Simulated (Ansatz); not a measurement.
C2H7Al, triplet, at a GFN2-xTB geometry (such geometries of metal compounds can be far from the true shape) (a higher spin typed on purpose: for a closed-shell molecule this is an excited state); HF/cc-pVDZ run with Ansatz (an electronic-structure program).

Here is a job for Ansatz.
Ansatz 0.2 input:
```yaml
crystal:
  periodic: [false, false, false]
  atoms:
    - {symbol: Al, position_ang: [0.40958518, -0.18314137, -0.80511561]}
    - {symbol: C, position_ang: [-0.58097621, -1.24208483, 0.75109971]}
    - {symbol: H, position_ang: [-0.37697706, -2.26541523, 0.44622273]}
    - {symbol: H, position_ang: [-1.64939540, -1.04926874, 0.74868397]}
    - {symbol: H, position_ang: [-0.15066413, -1.05098784, 1.72869272]}
    - {symbol: C, position_ang: [-0.15699471, 1.51820863, 0.33890127]}
    - {symbol: H, position_ang: [0.32500173, 2.30475461, -0.23624706]}
    - {symbol: H, position_ang: [0.24065338, 1.49664967, 1.34825049]}
    - {symbol: H, position_ang: [-1.23395162, 1.65544067, 0.34478597]}
    - {symbol: H, position_ang: [1.94855128, -0.36707805, -0.45389173]}
basis:
  gaussian:
    orbitals: cc-pVDZ
hamiltonian:
  xc: hf
magnetization: {spin_polarized: true, initial_magnetization: 2}
accuracy: high
```

What the program printed (banner, timings and long lists left out):

```
Functional definition: HF
1979 factors; integrals over basis functions are off by at most 3.7e-9 eV
mean field evaluation 1: about -8749.0100 eV, gradient 1.7e1 eV
mean field evaluation 2: about -8749.0753 eV, gradient 1.7e1 eV
mean field evaluation 4: about -8751.4087 eV, gradient 2.2e0 eV
mean field evaluation 8: about -8751.4855 eV, gradient 2.0e-3 eV
mean field evaluation 16: about -8750.5752 eV, gradient 6.3e0 eV
mean field evaluation 32: about -8748.0769 eV, gradient 1.4e1 eV
mean field -8751.48550410 eV, -321.6111603056 hartree, gradient 1.2e-8 eV, S^2 2.038878; 0 other end points of the search recorded, 0 dependent functions left out
reference -8751.48550410 eV, -321.6111603056 hartree; 17, 15 occupied and 64, 66 virtual orbitals, 1979 factors
Total energy: -8751.48550410 eV, -321.6111603056 hartree
```
